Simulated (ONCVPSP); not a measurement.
## Before and after: ONCV potential for Te

- Element: tellurium
- Generator: ONCVPSP 4.0.1
- Type: optimised norm-conserving Vanderbilt (ONCV)
- Functional: LDA (Perdew-Zunger)
- Relativity: scalar-relativistic
- Frozen core: [Kr] 4d10
- Valence charge: 6
- Reference configuration: 5s2 5p4
- Partial waves: 5s: rc 1.65 bohr, ncon 4, nbas 9, qcut 3.7 1/bohr, 2 projectors, debl 1.3 Ha; 5p: rc 2.40 bohr, ncon 4, nbas 7, qcut 3.9 1/bohr, 2 projectors, debl 3.2 Ha
- Local potential: polynomial inside 1.25 bohr (lpopt 4, dvloc0 1 Ha)
- Core correction: Teter function, fcfact 3.75, rcfact 1.05

All-electron outer shells of the reference configuration (LDA (Perdew-Zunger), scalar-relativistic, ld1.x):

| shell | level (eV) | outermost node (bohr) | outermost maximum (bohr) |
| --- | --- | --- | --- |
| 4p | -114.19 | 0.38 | 0.74 |
| 4d | -41.70 | 0.36 | 0.81 |
| 5s | -15.36 | 0.91 | 1.77 |
| 5p | -6.12 | 1.00 | 2.17 |

Change: core correction Teter function, fcfact 3.75, rcfact 0.94.

Cutoffs: the cutoffs (Ha) at which the residual kinetic energy of the hardest occupied pseudo-wave falls to 1 and 0.1 mHa per electron; they do not see the model core or the augmentation charge, which bear on the density cutoff. Errors are all-electron minus pseudo energies relative to the spin-unpolarised reference configuration.

Task: Predict the effect on cutoff, ghosts and configuration errors.

Result: The potential gets neither clearly harder nor softer (8.0 Ha and 27 Ha → 8.0 Ha and 27 Ha); of the 4 tests that both files solve, the error grows in 3 and shrinks in 1 by more than 15 % and 0.3 meV (median size 2.8 → 5.6 meV); neither file shows a bound ghost. A model core, the more so a compact one, raises the density cutoff, which this test does not measure.

| quantity | base | changed |
| --- | --- | --- |
| cutoff, loose | 8.0 Ha | 8.0 Ha |
| cutoff, tight | 27 Ha | 27 Ha |
| bound ghosts | none | none |
| GHOST(+) flags under 300 eV | s at 14.3 eV, p at 124.4 eV | s at 14.3 eV, p at 124.4 eV |
| error for 5s2 5p3, meV [ΔE 9.92 eV] | -0.8 | -0.3 |
| error for 5s2 5p2, meV [ΔE 28.09 eV] | +2.9 | +6.5 |
| error for 5s2 5p1, meV [ΔE 55.32 eV] | +19 | +34 |
| error for 5s1 5p5, meV [ΔE 9.35 eV] | +2.8 | +4.6 |
| s: phases at 1.67 bohr within 0.05 rad from the reference energy up to (Ha; the scan ends near 5) | to the end of the scan | to the end of the scan |
| p: phases at 2.44 bohr within 0.05 rad from the reference energy up to (Ha; the scan ends near 5) | 4.3 | 4.3 |
| rms error of d²Exc/dni dnj with the model core, mHa | 4.97 | 5.80 |

Base: The cutoffs count occupied waves only; projector 2 of the s channel, the hardest unoccupied one, needs 46 Ha at the loose tolerance. Changed file: The cutoffs count occupied waves only; projector 2 of the s channel, the hardest unoccupied one, needs 46 Ha at the loose tolerance.
